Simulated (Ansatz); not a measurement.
Computed with Ansatz on PBE0-D4/def2-TZVP structures; ΔE is electronic, products minus reactants. CCSD(T)/CBS is the MP2 limit (def2-TZVPP, def2-QZVPP) plus CCSD(T) − MP2 in def2-TZVPP, frozen cores. DFT in def2-TZVPP. def2 core potentials past Kr. For Cd, Se outer-core shells are correlated without core-valence functions, which leaves a few kJ/mol of doubt a bond. Scalar relativity is left out up to krypton. Each species was taken in one conformer, which may not be the lowest.

Reaction (formal exchange of groups at a C–O bond): `C[O][Cd][NH2]` + `CO[SiH2][SeH]` → `CO[SiH](C)[SeH]` + `[NH2][Cd][OH]`

```tsv
level	ΔE (kcal/mol)
PBE0-D4	-29.6
ωB97X-V	-28.3
r2SCAN	-29.5
CCSD/def2-TZVPP	-28.6
```

(1) What does CCSD(T)/CBS give? (Best estimate.)

Largest T1 diagnostic among the species: 0.016.

Answers

(1) Ansatz gave: -30.7 kcal/mol. The listed levels differ from it by 1.1, 2.4, 1.2, 2.1 kcal/mol.

In def2-TZVPP, CCSD(T) changes the Hartree–Fock value by −4.5 kcal/mol (the triples alone add −0.4 kcal/mol) and MP2 by −6.8 kcal/mol. The D4 term adds −1.4 kcal/mol with B3LYP and −0.8 kcal/mol with PBE0; it sums over pairs of atoms, weighted by their polarisabilities, and B3LYP, whose exchange is more repulsive, gets the larger term.

B3LYP here is the variant with VWN-RPA as its local correlation; programs differ in this.
